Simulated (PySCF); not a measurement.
Two-component Hartree-Fock for Ta²⁺ (tantalum, charge +2)

Start: [Xe] 4f14 5d3; 5d5/2 filled at m_j = +1/2, +3/2, +5/2. Calculated with PySCF 2.14 in x2c-TZVPall-2c with one added diffuse shell each of s, p, d type (12s12p11d2f, 117 functions): generalised Hartree-Fock with the X2C-1e Hamiltonian and a Gaussian nucleus; spin-orbit coupling (SO) screened by Boettger's factors. This is a chosen level, not necessarily the ground level.

```
spinor shell  electrons  ε, screened SO (eV)  weight of nominal j (screened SO)  rms radius, screened SO (bohr)
       1s1/2          2             -67771.2                              1.000                          0.0211
       2s1/2          2             -11793.5                              1.000                          0.0853
       2p1/2          2             -11251.0                              1.000                          0.0726
       2p3/2          4              -9975.2                              1.000                          0.0799
       3s1/2          2              -2774.0                              1.000                           0.218
       3p1/2          2              -2533.2                              1.000                           0.210
       3p3/2          4              -2253.7                              1.000                           0.225
       3d3/2          4              -1851.8                              1.000                           0.199
       3d5/2          6              -1791.4                              1.000                           0.203
       4s1/2          2              -609.11                              1.000                           0.488
       4p1/2          2              -508.55                              1.000                           0.497
       4p3/2          4              -443.56                              1.000                           0.530
       4d3/2          4              -277.77                              1.000                           0.557
       4d5/2          6              -265.52                              1.000                           0.569
       5s1/2          2              -102.18                              1.000                            1.19
       5p1/2          2              -70.357                              0.971                            1.32
       5p3/2          4              -60.886                              0.984                            1.42
       4f5/2          6              -56.689                              0.991                           0.703
       4f7/2          8              -54.736                              0.994                           0.706
       5d5/2          3              -23.977                              0.657                            2.14
```

| quantity | screened SO |
| --- | --- |
| E (hartree) | -15609.57057 |
| M_J | 9/2 |
| ⟨J²⟩ | 24.761 |
| ⟨L²⟩ | 12.939 |
| ⟨S²⟩ | 3.582 |

Each row is a mean over spinors that exchange with the open shell spreads, by up to 5.696 eV (5p3/2).

Rows whose weight is well below 1 are mixtures of j = l ± 1/2: exchange outweighs spin-orbit coupling there, and the label is only the starting occupation.

Breit and QED terms are absent; they matter most for the inner s and p1/2 levels.

Densities and radii are taken from the X2C orbitals without a picture-change correction, which distorts them close to the nucleus.
